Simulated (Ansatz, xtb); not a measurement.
Relative energy of two isomers of CH5FSi2+

Structure I is the doublet with the links of `C[SiH][SiH+]F` and structure II is the doublet with the links of `C[Si](F)[SiH2+]`. Both are isolated ions in the gas phase, relaxed with B3LYP/6-31G*; the shapes shown needn't be the lowest conformers.

I (Å):

```xyz
9

C    -0.8813    2.5100    0.5532
F    -2.2704   -0.6356   -1.5905
Si   -0.0657    0.8472    0.3886
Si   -0.8891   -0.8458   -0.8389
H    -1.0680    2.7190    1.6143
H    -1.8272    2.5586    0.0068
H    -0.2047    3.2853    0.1714
H     1.2252    0.5114    1.0202
H    -0.3119   -2.1902   -1.0195
```

II (Å):

```xyz
9

C     0.9923   -0.2209   -0.5486
F     3.0291   -2.2142   -0.0058
Si    1.9201   -1.2798    0.6409
Si    1.9111   -1.2796    2.9051
H     1.6949    0.4285   -1.0883
H     0.4884   -0.8551   -1.2900
H     0.2469    0.3974   -0.0378
H     0.8154   -0.5446    3.5614
H     2.6993   -2.3075    3.6062
```

Question: Which of the two would you expect CCSD(T)/def2-SVP + ΔMP2/def2-TZVPP electronic energies to favour?

Answer: Structure II; the calculation gives E(II) − E(I) = −0.138 eV.

The same difference at several levels:

```json
{"level": "GFN2-xTB", "geometry": "GFN2-xTB", "E(II) − E(I) (eV)": "+0.082", "departure from the last row (eV)": "+0.219", "job, with rough time for the two": "optimisation, 0.7 s"}
{"level": "HF/STO-3G", "geometry": "GFN2-xTB", "E(II) − E(I) (eV)": "−0.223", "departure from the last row (eV)": "−0.085", "job, with rough time for the two": "single point, 0.8 s"}
{"level": "r2SCAN-D4/def2-SVP", "geometry": "GFN2-xTB", "E(II) − E(I) (eV)": "−0.184", "departure from the last row (eV)": "−0.046", "job, with rough time for the two": "single point, 8.1 s"}
{"level": "B3LYP/6-31G*", "geometry": "B3LYP/6-31G*", "E(II) − E(I) (eV)": "−0.170", "departure from the last row (eV)": "−0.032", "job, with rough time for the two": "optimisation, 3.1 min"}
{"level": "HF/def2-SVP", "geometry": "B3LYP/6-31G*", "E(II) − E(I) (eV)": "−0.177", "departure from the last row (eV)": "−0.039", "job, with rough time for the two": "part of the CCSD(T) run"}
{"level": "MP2/def2-SVP", "geometry": "B3LYP/6-31G*", "E(II) − E(I) (eV)": "−0.160", "departure from the last row (eV)": "−0.023", "job, with rough time for the two": "part of the CCSD(T) run"}
{"level": "CCSD(T)/def2-SVP", "geometry": "B3LYP/6-31G*", "E(II) − E(I) (eV)": "−0.158", "departure from the last row (eV)": "−0.020", "job, with rough time for the two": "single point"}
{"level": "CCSD(T)/def2-SVP + ΔMP2/def2-TZVPP", "geometry": "B3LYP/6-31G*", "E(II) − E(I) (eV)": "−0.138", "departure from the last row (eV)": "", "job, with rough time for the two": "single point, 74 s"}
```

As drawn, both hold the same kinds of bond in the same numbers.

GFN2-xTB puts the two in the other order. The largest departure from CCSD(T)/def2-SVP + ΔMP2/def2-TZVPP is that of GFN2-xTB, 0.219 eV. The last row adds to CCSD(T) the change of the MP2 difference between the two basis sets, here +0.020 eV.

With harmonic frequencies from B3LYP/6-31G* (ideal gas, rigid rotor, one conformer each, 298.15 K, 1 atm): on the last row, ΔE + ΔZPE = −0.150 eV. A mode under 50 cm⁻¹ makes harmonic enthalpies and free energies unreliable, so none is given.

Open shells are spin-unrestricted. The correlated steps freeze 12 core orbitals. Programs: Ansatz 0.2.0, xtb 6.7.1; the last row on 1 thread of Intel(R) Xeon(R) Platinum 8259CL CPU @ 2.50GHz (Skylake/Cascade Lake) on a shared host.
